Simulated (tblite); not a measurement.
Compound: C4H6FO2Si (doublet state).
SMILES with atom numbers: `[O:1]=[CH:2][CH2:3]/[C:4]([F:5])=[C:6]\[O:7][SiH3:8]` (hydrogens: H9 on C2; H10, H11 on C3; H12, H13, H14 on Si8)
Bond orders are those of one Lewis drawing.

Computed with GFN2-xTB (tblite), gas phase: L-BFGS steps from a force-field or distance-geometry start until the largest atomic force falls under 0.01 eV/Å.

Step 3: E = -710.8809 eV
```
atom  x, y, z in Å  |  force x, y, z in eV/Å
O1     -2.3095    1.2157    1.2552   -0.462  -0.225  -0.002
C2     -2.5166    0.4564    0.3395    0.023   0.408   0.462
C3     -1.4336    0.2418   -0.6709   -0.184   0.006   0.032
C4     -0.7400   -1.0791   -0.3430    0.197   0.469   0.027
F5     -1.4606   -2.1989   -0.4931    0.078  -0.084   0.032
C6      0.4983   -0.9932    0.0761   -0.244  -0.243  -0.112
O7      1.1922    0.1071    0.2238    0.586  -0.196   0.126
Si8     2.8379    0.2572    0.3414    0.409  -0.161   0.032
H9     -3.4680   -0.1127    0.2772    0.327   0.031  -0.208
H10    -0.6793    0.9971   -0.4246   -0.158   0.095  -0.466
H11    -1.7464    0.2870   -1.7124   -0.143  -0.116   0.026
H12     3.1769   -0.0132    1.7399   -0.022   0.036  -0.066
H13     3.4050   -0.7655   -0.5493   -0.004   0.116   0.092
H14     3.2431    1.5998   -0.0819   -0.404  -0.135   0.027
```

Step 4: E = -710.9374 eV
```
atom  x, y, z in Å  |  force x, y, z in eV/Å
O1     -2.3336    1.2165    1.2728   -0.233  -0.059   0.032
C2     -2.5157    0.4677    0.3488   -0.041   0.167   0.253
C3     -1.4408    0.2380   -0.6687   -0.181   0.393  -0.056
C4     -0.7392   -1.0633   -0.3440   -0.153   0.020  -0.037
F5     -1.4547   -2.1980   -0.4914    0.198   0.154   0.057
C6      0.4938   -0.9892    0.0716    0.459   0.055   0.097
O7      1.2381    0.0866    0.2319   -0.828  -0.594  -0.049
Si8     2.8441    0.2521    0.3442    1.035  -0.154   0.058
H9     -3.4492   -0.1104    0.2661    0.031  -0.091  -0.177
H10    -0.6910    1.0001   -0.4505   -0.008   0.190  -0.368
H11    -1.7533    0.2817   -1.7123   -0.220  -0.150   0.097
H12     3.1748   -0.0112    1.7343    0.091   0.002   0.153
H13     3.4044   -0.7607   -0.5454    0.153  -0.014  -0.022
H14     3.2216    1.5897   -0.0795   -0.307   0.082  -0.039
```

Step 5: E = -710.9741 eV
```
atom  x, y, z in Å  |  force x, y, z in eV/Å
O1     -2.3501    1.2164    1.2834   -0.082   0.192   0.282
C2     -2.5158    0.4759    0.3570   -0.103  -0.117  -0.126
C3     -1.4473    0.2415   -0.6679   -0.126   0.443  -0.053
C4     -0.7442   -1.0550   -0.3461    0.566   0.051   0.227
F5     -1.4482   -2.1948   -0.4895    0.102   0.075   0.033
C6      0.5004   -0.9866    0.0714   -0.400  -0.335  -0.160
O7      1.2518    0.0673    0.2357   -0.474  -0.176   0.012
Si8     2.8622    0.2470    0.3465    0.644  -0.132   0.053
H9     -3.4384   -0.1105    0.2575   -0.118  -0.149  -0.139
H10    -0.6974    1.0046   -0.4700    0.078   0.254  -0.302
H11    -1.7603    0.2766   -1.7110   -0.290  -0.137   0.090
H12     3.1750   -0.0100    1.7335    0.163  -0.025   0.304
H13     3.4064   -0.7582   -0.5437    0.278  -0.155  -0.142
H14     3.2053    1.5855   -0.0789   -0.238   0.212  -0.079
```

Step 6: E = -711.0212 eV
```
atom  x, y, z in Å  |  force x, y, z in eV/Å
O1     -2.3746    1.2189    1.3022    0.018   0.171   0.192
C2     -2.5172    0.4858    0.3664   -0.137  -0.173  -0.214
C3     -1.4582    0.2531   -0.6667    0.059   0.327  -0.030
C4     -0.7422   -1.0423   -0.3453    0.330  -0.006   0.187
F5     -1.4374   -2.1892   -0.4864   -0.002   0.079  -0.001
C6      0.5001   -0.9925    0.0678   -0.171  -0.208  -0.099
O7      1.2695    0.0423    0.2422   -0.102  -0.062   0.051
Si8     2.8940    0.2375    0.3504   -0.059  -0.068   0.051
H9     -3.4257   -0.1132    0.2433   -0.249  -0.178  -0.068
H10    -0.7049    1.0155   -0.5022    0.157   0.334  -0.206
H11    -1.7755    0.2671   -1.7082   -0.361  -0.126   0.092
H12     3.1783   -0.0090    1.7381    0.244  -0.050   0.430
H13     3.4144   -0.7581   -0.5442    0.429  -0.323  -0.286
H14     3.1788    1.5837   -0.0794   -0.156   0.283  -0.099
```

**Question.** Estimate the geometry and energy of step 7. (The exact step hangs on the optimiser's Hessian estimate; all steps are aligned on step 6, rigid shifts and turns removed.)

**Answer.** E = -711.0637 eV, largest force 0.622 eV/Å
```
atom  x, y, z in Å  |  force x, y, z in eV/Å
O1     -2.4011    1.2221    1.3226    0.059   0.006  -0.060
C2     -2.5208    0.4957    0.3752   -0.145  -0.129  -0.170
C3     -1.4678    0.2705   -0.6658    0.221   0.109   0.007
C4     -0.7388   -1.0292   -0.3426    0.076   0.045   0.121
F5     -1.4262   -2.1814   -0.4832   -0.128   0.076  -0.041
C6      0.5018   -1.0003    0.0635   -0.004  -0.111  -0.045
O7      1.2883    0.0133    0.2503    0.235   0.076   0.093
Si8     2.9236    0.2264    0.3556   -0.475  -0.014   0.024
H9     -3.4168   -0.1193    0.2271   -0.260  -0.129   0.024
H10    -0.7099    1.0339   -0.5404    0.162   0.348  -0.118
H11    -1.7986    0.2545   -1.7035   -0.380  -0.099   0.125
H12     3.1867   -0.0088    1.7513    0.277  -0.043   0.367
H13     3.4314   -0.7646   -0.5506    0.470  -0.308  -0.267
H14     3.1475    1.5868   -0.0818   -0.108   0.173  -0.061
```

The energy changes by -0.0425 eV. The first-order estimate −F·Δx gives -0.0580 eV and the mean of the old and new forces, exact on a quadratic surface, -0.0424 eV. The step makes an angle of 62° with the force vector and moves no atom by more than 0.043 Å.

What follows is the cost of the whole relaxation. The run took 0.53 s of wall time on an Arm Neoverse V2 with one thread, on a shared host.
